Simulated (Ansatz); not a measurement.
Reaction (hydrogenolysis of a B–O bond): `BCB(C)O` + H₂ → `BCBC` + H₂O

Program: Ansatz. Geometries: PBE0-D4/def2-TZVP. ΔE: electronic, gas phase. CBS: MP2 limit from def2 TZ/QZ plus the TZ coupled-cluster correction, frozen cores. This one scheme is used for every species. Functionals use def2-TZVPP. HSE06 is defined as in plane-wave codes. Each species was taken in one conformer, which may not be the lowest.

```json
{"level": "BHLYP-D4", "ΔE (kJ/mol)": "122.5"}
{"level": "HSE06", "ΔE (kJ/mol)": "119.8"}
```

Task: What does CCSD(T)/CBS give? (Best estimate.)

Result: Computed: +120.8 kJ/mol. The listed levels differ from it by 1.7, -1.0 kJ/mol.

Largest T1 diagnostic among the species: 0.012.

From PBE to PBE0 (25 % exact exchange), in def2-TZVPP and without D4, ΔE moves by −3.9 kJ/mol. The D4 term adds +5.3 kJ/mol with B3LYP and +2.9 kJ/mol with PBE0; it sums over pairs of atoms, weighted by their polarisabilities, and B3LYP, whose exchange is more repulsive, gets the larger term.

B3LYP here is the variant with VWN-RPA as its local correlation; programs differ in this.
